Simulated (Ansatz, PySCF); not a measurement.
Stretching the Cd1–H2 bond in CdH2O (SMILES [OH][CdH]) (multiplicity 1 held, fragments rigid). Energies count from the point at 1.644 Å.
Geometry at that point (charge 0, multiplicity 1):
```xyz
4

Cd    -0.2673    -0.0991    -0.0305
H     -1.7878    -0.6990    -0.2066
O      1.6116     0.5006     0.1771
H      1.7266     1.4525     0.2546
```

U- levels take the lowest unrestricted solution at each point, which mixes spins at long bonds. Curves can end on different states.

Cores are frozen in the correlated methods. Rows in 3-21G carry no dispersion term and start afresh at each structure; the Pople sets are all-electron and without relativity.

Codes used: Ansatz (a program for electronic structure) with Gaussian orbitals; PySCF for 3-21G rows. Each number belongs to the level named beside it. In def2 rows elements past Kr take small-core potentials, without spin–orbit coupling.

Problem. What is the computed energy at R = 5.261 Å (R-HF/3-21G)?

Solution. 5.89 eV

Problem. Predict the energy at R = 5.261 Å from U-PBE/def2-TZVPP.

Solution. 3.17 eV

Problem. What is the computed energy at R = 5.261 Å (U-SCS-MP2/def2-TZVPP)?

Solution. 3.21 eV

Doubts at one or more of the structures used: a restricted determinant that unrestricted orbitals would lower (R-HF/3-21G); a spin-contaminated determinant (U-PBE/def2-TZVPP, U-SCS-MP2/def2-TZVPP).
